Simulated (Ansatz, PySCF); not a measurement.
Pair of molecules: H2O (SMILES O) (first 3 atoms) with CHN (SMILES C#N); geometry from B3LYP-D3(BJ)/def2-TZVP, rigid monomers moved along the line of their centres of mass till O1···H6 is 2.31 Å.
(charge 0, multiplicity 1):
```csv
atom,x (Å),y (Å),z (Å)
O,-0.0834,-0.0777,-0.1033
H,0.7091,-0.2325,-0.6277
H,-0.8282,-0.2309,-0.6938
C,-0.2307,-0.2785,3.2748
N,-0.2796,-0.3653,4.4176
H,-0.1846,-0.2003,2.2015
```

Interaction energies are E(AB) − E(A) − E(B) at the monomers' geometry in the complex; basis-set methods are counterpoise corrected. Rows marked so take none.

Rows in 3-21G carry no dispersion term and start afresh at each structure.

Codes used: Ansatz (an electronic-structure program); PySCF for 3-21G rows, the dispersion terms. Each number belongs to the level named beside it.

Question: What interaction energy does B3LYP/def2-TZVPPD give?

Answer: -4.3 kcal/mol

Question: Give the interaction energy at the level B3LYP-D4/def2-TZVPPD.

Answer: -4.8 kcal/mol

Question: What is the computed interaction energy (HF/3-21G (no counterpoise))?

Answer: -9.9 kcal/mol
